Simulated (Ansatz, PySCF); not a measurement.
CH6ClNOSi2, SMILES O[Si@@]1(Cl)CN[SiH2]1. Atoms are numbered in the order given.

```xyz
12

O      1.2069     0.8315     1.6248
Si     0.3375     0.1453     0.3928
Cl     1.6584    -0.8089    -0.9010
C     -1.0577    -0.9750     1.0312
N     -2.1209    -0.3149     0.2721
Si    -1.5507     1.0889    -0.5973
H      1.9845     1.3469     1.3891
H     -0.9220    -2.0404     0.7696
H     -1.1767    -0.9049     2.1292
H     -3.0611    -0.6867     0.3480
H     -2.0704     2.4161    -0.1275
H     -1.7461     1.0549    -2.0828
```

Geometry optimised at PBE0-D3(BJ)/def2-SVP. The structure was generated by enumeration; whether it is a known compound was not checked. The values are those of a single conformer.

Two levels are set side by side: PBE-D3(BJ)/def2-SVP (Ansatz, a quantum-chemistry and plane-wave program) and PBE0-D3(BJ)/def2-SVP (Ansatz). Each level has its own optimised geometry; the coordinates shown are those of the second. Frequencies come from the Hessian of PySCF at each geometry. Differences are taken from unrounded values.

```json
[
 {"quantity": "mean bond length (Å)", "PBE0-D3(BJ)": "1.531"},
 {"quantity": "bond O1–Si2 (Å)", "PBE0-D3(BJ)": "1.657"},
 {"quantity": "bond Si2–Cl3 (Å)", "PBE0-D3(BJ)": "2.081"},
 {"quantity": "bond Si2–C4 (Å)", "PBE0-D3(BJ)": "1.900"},
 {"quantity": "bond Si2–Si6 (Å)", "PBE0-D3(BJ)": "2.332"},
 {"quantity": "bond C4–N5 (Å)", "PBE0-D3(BJ)": "1.464"},
 {"quantity": "bond N5–Si6 (Å)", "PBE0-D3(BJ)": "1.747"},
 {"quantity": "bond O1–H7 (Å)", "PBE0-D3(BJ)": "0.962"},
 {"quantity": "bond C4–H8 (Å)", "PBE0-D3(BJ)": "1.105"},
 {"quantity": "bond C4–H9 (Å)", "PBE0-D3(BJ)": "1.107"},
 {"quantity": "bond N5–H10 (Å)", "PBE0-D3(BJ)": "1.014"},
 {"quantity": "bond Si6–H11 (Å)", "PBE0-D3(BJ)": "1.501"},
 {"quantity": "bond Si6–H12 (Å)", "PBE0-D3(BJ)": "1.499"},
 {"quantity": "highest harmonic wavenumber (cm⁻¹)", "PBE0-D3(BJ)": "3928"},
 {"quantity": "mean harmonic wavenumber (cm⁻¹)", "PBE0-D3(BJ)": "1136"},
 {"quantity": "zero-point energy (kcal/mol)", "PBE0-D3(BJ)": "48.73"}
]
```

### Question
What does PBE-D3(BJ) give, and how far is it from PBE0-D3(BJ)? (Estimate from the structure and the level; the computed values follow.)

### Answer

```csv
quantity,PBE-D3(BJ),PBE-D3(BJ) minus PBE0-D3(BJ)
mean bond length (Å),1.543,0.012
bond O1–Si2 (Å),1.675,0.019
bond Si2–Cl3 (Å),2.097,0.016
bond Si2–C4 (Å),1.913,0.014
bond Si2–Si6 (Å),2.347,0.015
bond C4–N5 (Å),1.473,0.009
bond N5–Si6 (Å),1.760,0.013
bond O1–H7 (Å),0.974,0.012
bond C4–H8 (Å),1.114,0.009
bond C4–H9 (Å),1.116,0.009
bond N5–H10 (Å),1.023,0.009
bond Si6–H11 (Å),1.513,0.013
bond Si6–H12 (Å),1.511,0.012
highest harmonic wavenumber (cm⁻¹),3758,-170
mean harmonic wavenumber (cm⁻¹),1094,-42
zero-point energy (kcal/mol),46.91,-1.82
```

GGA bonds tend to be longer and softer than those of functionals with exact exchange. Differences between two approximate levels are no errors against the true value.
